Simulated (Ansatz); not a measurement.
Consider the formal exchange of groups at the Se–C bond: `OC(O)[SeH]` + `[CH2]1[AlH][SiH2]1` → `[SeH][SiH]1[CH2][AlH]1` + `OCO`.

Computed with Ansatz on PBE0-D4/def2-TZVP structures; ΔE is electronic, products minus reactants. CBS: MP2 limit from def2 TZ/QZ plus the TZ coupled-cluster correction, frozen cores. This one scheme is used for every species. Functionals use def2-TZVPP. For Se outer-core shells are correlated without core-valence functions, which leaves a few kJ/mol of doubt a bond. Scalar relativity is left out up to krypton. One conformer a species, not always the lowest.

`OC(O)[SeH]`:

Z-matrix (Å, degrees):
```
C
O 1 1.373
Se 1 2.016 2 112.5
O 1 1.373 2 105.2 3 -122.9
H 1 1.101 2 112.3 3 114.7
H 2 0.961 1 108.2 3 -50.9
H 3 1.468 1 92.4 2 -59.4
H 4 0.961 1 108.3 2 174.4
```

`[CH2]1[AlH][SiH2]1`:

Z-matrix (Å, degrees):
```
C
Si 1 1.924
Al 1 1.951 2 73.8
H 1 1.089 2 119.6 3 126.4
H 1 1.098 2 111.0 3 -105.5
H 2 1.489 1 112.6 3 -109.3
H 2 1.489 1 117.3 3 122.4
H 3 1.581 1 142.0 2 178.7
```

`[SeH][SiH]1[CH2][AlH]1`:

```xyz
9

Se    1.797    2.110   -0.308
Si    0.860    0.129    0.341
C    -0.400   -0.814   -0.725
Al   -1.182   -0.720    1.069
H     0.539    2.859   -0.201
H     2.036   -0.739    0.628
H    -0.117   -1.606   -1.415
H    -1.047   -0.095   -1.258
H    -2.486   -1.125    1.869
```

`OCO`:

```xyz
7

O     0.394    0.281    1.119
C    -0.404   -0.068    0.027
O     0.317   -0.161   -1.166
H     1.052   -0.410    1.238
H    -1.179    0.703   -0.022
H    -0.871   -1.049    0.158
H     0.692    0.704   -1.353
```

**Question.** Is it downhill or uphill in electronic energy at CCSD(T)/CBS, and by how much? (An estimate is asked.)

**Answer.** Ansatz gave: Downhill: ΔE = -1.31 eV.

**Question.** What do these levels give: PBE-D4, PBE0-D4, PBE0, HF/def2-TZVPP, MP2/def2-QZVPP, SCS-MP2/def2-QZVPP? (An estimate is asked.)

**Answer.** Computed: PBE-D4 -1.22, PBE0-D4 -1.28, PBE0 -1.28, HF/def2-TZVPP -1.35, MP2/def2-QZVPP -1.35, SCS-MP2/def2-QZVPP -1.32 eV.

Largest T1 diagnostic among the species: 0.013.

From PBE to PBE0 (25 % exact exchange), in def2-TZVPP and without D4, ΔE moves by −0.06 eV.
